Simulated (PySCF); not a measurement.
## Calculated NMR data

Level of theory: geometry: GFN2-xTB, NMR shieldings at PBE0/pcSseg-1/GIAO, in PySCF 2.14 (non-relativistic, single conformer, equivalent nuclei averaged, isolated molecule).

Referencing at the same level of theory: $^{1}$H (σ = 31.72 ppm) and $^{13}$C (σ = 186.93 ppm) against TMS. Splittings of carbon signals by F and P are missing where no couplings were computed. Where no couplings were computed, multiplicities follow the n + 1 count of equivalent neighbours, and m marks all less simple cases (inequivalent or close neighbours, rings, F or P nearby). Shifts are as computed. Against solution values, carbons near 30 ppm lie about +3 ppm off and those near 130 ppm about +5 ppm. Of 1211 compounds with measured shifts, 218 miss one by over three times the rms of a fit or turn the order of signals round; such compounds aren't used in these exercises.

**1.** SMILES CC#CC([SiH3])([SiH3])C(F)(F)F, C$_{5}$H$_{9}$F$_{3}$Si$_{2}$. $^{1}$H NMR (500 MHz, computed): δ 4.21 (s, 6H), 2.10 (s, 3H). $^{13}$C{$^{1}$H} NMR (computed): δ 138.5 (C), 90.0 (C), 78.7 (C), 18.3 (C), 5.1 (CH3).

**2.** `CCc1cn(C)cp1`, C$_{6}$H$_{10}$NP. $^{1}$H NMR (500 MHz, computed): δ 7.67 (m, 1H), 7.25 (m, 1H), 3.91 (s, 3H), 2.81 (m, 2H), 1.24 (t, 3H). $^{13}$C{$^{1}$H} NMR (computed): δ 163.3, 160.0, 130.9, 40.4, 28.1, 25.5.
